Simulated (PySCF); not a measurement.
# Computed data sheet: `N#C[SiH2]O[SiH](O[SiH3])O[SiH3]`

Species: CH9NO3Si4.
Atom-mapped SMILES: `[N:1]#[C:2][SiH2:3][O:4][SiH:5]([O:6][SiH3:7])[O:8][SiH3:9]` (hydrogens: H10, H11 on Si3; H12 on Si5; H13, H14, H15 on Si7; H16, H17, H18 on Si9)

Some functional groups and rings: cyano group on a heteroatom, Si–H bond, siloxane link and C–Si bond.

GFN2-xTB geometry:

```yaml
Point_group_of_the_GFN2-xTB_geometry: C1
Rotational_constants_A_B_C_of_the_GFN2-xTB_geometry: 1.027, 0.627, 0.489 GHz
```

PBE0/pcSseg-1 ground state and GIAO shieldings, non-relativistic (PySCF):

```yaml
Dipole_moment: 3.25 D
HOMO_energy: -8.98 eV
LUMO_energy: -1.07 eV
HOMO–LUMO_gap: 7.91 eV
Lowest_Hirshfeld_atomic_charge: -0.30 e on O4/O6/O8
Highest_Hirshfeld_atomic_charge: +0.52 e on Si5
13C_chemical_shifts_computed_TMS_as_zero_by_class: 126.4 (C2) ppm
1H_chemical_shifts_computed_TMS_as_zero_by_class: 5.33 (H13/H14/H15/H16/H17/H18), 5.26 (H10/H11), 4.07 (H12) ppm
Isotropic_shieldings_of_nuclei_other_than_C_and_H_by_class: -93 (N1), 268 (O4), 282 (O6/O8), 390 (Si7/Si9), 412 (Si3), 426 (Si5) ppm
Mayer_bond_orders_between_heavy_atoms: N1–C2 2.92, C2–Si3 0.80, Si3–O4 0.99, O4–Si5 0.89, Si5–O6 0.98, O6–Si7 0.89, Si5–O8 0.95, O8–Si9 0.92
```

Monoisotopic mass (most abundant isotopes): 194.9659 u.

The rotational constants make it an asymmetric top with κ = (2B − A − C)/(A − C) = -0.49, nearer the prolate limit (−1). With B = h/(8π²I), that is 505.379 GHz u Å² over I, the principal moments of inertia are 492.3, 806.0 and 1033.1 u Å² (most abundant isotopes). The dipole matches unit charges of opposite sign 0.68 Å apart (1 e·Å = 4.8032 D). A dipole of 3.25 D is allowed in C1, and pure rotational transitions are dipole-allowed.

One conformer (not necessarily the lowest) at the GFN2-xTB geometry, without solvent or vibrations. GFN2-xTB frequencies show an imaginary mode (20i cm⁻¹), so this geometry is no minimum at that level. NMR classes are plain means over equivalent atoms (diastereotopic ones count apart unless rotation or inversion swaps them), as if these changed places fast; in this geometry the members of some classes differ.

The values belong to the conformer `[N:1]#[C:2][SiH2:3][O:4][SiH:5]([O:6][SiH3:7])[O:8][SiH3:9]`: C2–Si3–O4–Si5 72°, Si3–O4–Si5–O6 -50°, O4–Si5–O6–Si7 70°, O4–Si5–O8–Si9 -61°.
